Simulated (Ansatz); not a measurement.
BFH₅NSi (`FBN[SiH3]`). Total charge 0; spin multiplicity 1. The structure was optimised at the PBE0-D4/def2-TZVP level. It is one conformer, not always the lowest.

```xyz
9

F    -0.028    1.570   -1.392
B     0.110    1.553   -0.061
N     0.086    0.314    0.590
Si   -0.111   -1.250   -0.166
H     0.248    2.593    0.513
H     0.193    0.332    1.593
H    -1.410   -1.337   -0.877
H     0.985   -1.519   -1.127
H    -0.073   -2.254    0.928
```

Problem. What is the dipole moment at B3LYP/def2-TZVPP? (Best estimate.)

Solution. Ansatz gave: 2.02 D, with components (0.14, -0.78, 1.86) D in this frame, pointing from negative to positive charge.

Problem. And with PBE, r2SCAN, ωB97M-V? (An estimate is asked.)

Solution. Ansatz gave: PBE 1.96 D, r2SCAN 1.99 D, ωB97M-V 2.00 D.

Problem. Give the Mulliken charges with B3LYP, PBE, ωB97M-V in def2-TZVPP. (Estimate.)

Solution. The calculation gave: 
```tsv
atom	B3LYP	PBE	ωB97M-V
F1	-0.27	-0.23	-0.27
B2	0.21	0.17	0.20
N3	-0.23	-0.17	-0.23
Si4	0.35	0.27	0.24
H5	-0.02	-0.04	0.02
H6	0.15	0.16	0.12
H7	-0.06	-0.05	-0.02
H8	-0.06	-0.05	-0.02
H9	-0.07	-0.06	-0.03
```

B3LYP here is the variant with VWN-RPA as its local correlation; programs differ in this.
